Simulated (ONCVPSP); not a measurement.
## chromium: one change to an ONCV potential, before and after

Cr (Z = 24), optimised norm-conserving Vanderbilt (ONCV), made with ONCVPSP 4.0.1 (PBEsol, scalar-relativistic). Core [Ar], reference 3d5 4p1. Waves: s scattering state at 0.27 Ha: rc 4.05 bohr, ncon 3, nbas 7, qcut 1.8 1/bohr, 2 projectors, debl 1.5 Ha; 4p: rc 3.80 bohr, ncon 4, nbas 7, qcut 2.3 1/bohr, 2 projectors, debl 3.5 Ha; 3d: rc 1.10 bohr, ncon 4, nbas 8, qcut 9.9 1/bohr, 2 projectors, debl 3.1 Ha; f scattering state at 0.09 Ha: rc 3.90 bohr, ncon 4, nbas 9, qcut 2.8 1/bohr, 2 projectors, debl 2 Ha. Local part: polynomial inside 1.10 bohr (lpopt 3, dvloc0 3 Ha). Core correction: Teter function, fcfact 4.75, rcfact 1.8.

In the s channel the program set the typed energies aside and used -0.182, 1.318 Ha.

Change: core correction Teter function, fcfact 4.25, rcfact 1.

Cutoffs: the cutoffs (Ha) at which the residual kinetic energy of the hardest occupied pseudo-wave falls to 1 and 0.1 mHa per electron; they do not see the model core or the augmentation charge, which bear on the density cutoff. Errors are all-electron minus pseudo energies relative to the spin-unpolarised reference configuration.

What does the change do?

The potential gets neither clearly harder nor softer (94 Ha and 191 Ha → 94 Ha and 191 Ha); of the 4 tests that both files solve, the error grows in 1 and shrinks in 3 by more than 15 % and 0.3 meV (median size 79.7 → 15.6 meV); neither file shows a bound ghost. A model core, the more so a compact one, raises the density cutoff, which this test does not measure.

| quantity | base | changed |
| --- | --- | --- |
| cutoff, loose | 94 Ha | 94 Ha |
| cutoff, tight | 191 Ha | 191 Ha |
| bound ghosts | none | none |
| GHOST(+) flags under 300 eV | s at 22.9 eV, p at 98.6 eV, f at 264.7 eV | s at 22.9 eV, p at 98.6 eV, f at 264.7 eV |
| error for 3d5 4s1 4p0, meV [ΔE -3.14 eV] | -53 | -28 |
| error for 3d5 4p0, meV [ΔE 3.73 eV] | -84 | -2.9 |
| error for 3d4 4p0, meV [ΔE 19.74 eV] | -424 | -1.9 |
| error for 3d4 4s2 4p0, meV [ΔE -3.24 eV] | +75 | +136 |
| s: phases at 4.11 bohr within 0.05 rad from the reference energy up to (Ha; the scan ends near 5) | 0.2 | 0.2 |
| p: phases at 3.87 bohr within 0.05 rad from the reference energy up to (Ha; the scan ends near 5) | 0.3 | 0.3 |
| d: phases at 1.11 bohr within 0.05 rad from the reference energy up to (Ha; the scan ends near 5) | to the end of the scan | to the end of the scan |
| f: phases at 3.96 bohr within 0.05 rad from the reference energy up to (Ha; the scan ends near 5) | 1.5 | 1.5 |
| rms error of d²Exc/dni dnj with the model core, mHa | 4.73 | 9.13 |
